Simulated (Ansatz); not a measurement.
The same path of AlCl2F + H2 (6 atoms, charge 0, multiplicity 1) was run 3 times with different band settings. Lost on the way: H5–H6. Made: Al1–H5, F2–H6.

Method: RKS B3LYP/def2-mTZVP in Ansatz.

Relaxed end points:

```xyz
6
Properties=species:S:1:pos:R:3
Al 0.002 0.304 0.031
F 0.001 0.761 1.609
Cl 1.818 0.130 -0.973
Cl -1.815 0.059 -0.955
H 0.072 -2.333 0.775
H 0.057 -2.004 1.443
```

```xyz
6
Properties=species:S:1:pos:R:3
Al 0.022 -0.613 -0.319
F 0.021 -0.097 1.726
Cl 1.808 0.348 -0.914
Cl -1.809 0.267 -0.898
H 0.058 -2.140 0.046
H 0.036 -0.848 2.291
```

Common settings: spring 5.0 eV/Å²; optimiser quadratic models (default); force threshold 0.05 eV/Å; iteration limit 60; end points relaxed.

| run | movable images | climbing image | start path |
| --- | --- | --- | --- |
| 1 | 7 | yes | through a guess of the saddle point |
| 2 | 7 | yes | straight line |
| 3 | 1 | no | through a guess of the saddle point |

Problem. What does each run give, and how far can it be trusted?

Solution. Run 1: converged after 10 iterations, highest image 1.517 eV above the first end. A vibrational analysis at the climbing image gives one clearly imaginary mode, 861i cm⁻¹: a first-order saddle point.
Run 2: converged after 10 iterations, highest image 1.517 eV above the first end. Another band between the same ends (7 images) ends at a top of the same energy, where a vibrational analysis finds 1 clearly imaginary mode.
Run 3: converged after 5 iterations, highest image 1.280 eV above the first end. Neighbouring images differ by up to 1.3 eV, so the band resolves the path poorly. No image climbed, so the highest image needn't sit at the top of the path. So few images can step over the top or miss a turn of the path.
The orbitals stay closed-shell, which can raise the energy where a bond breaks towards radicals; this wasn't checked here.
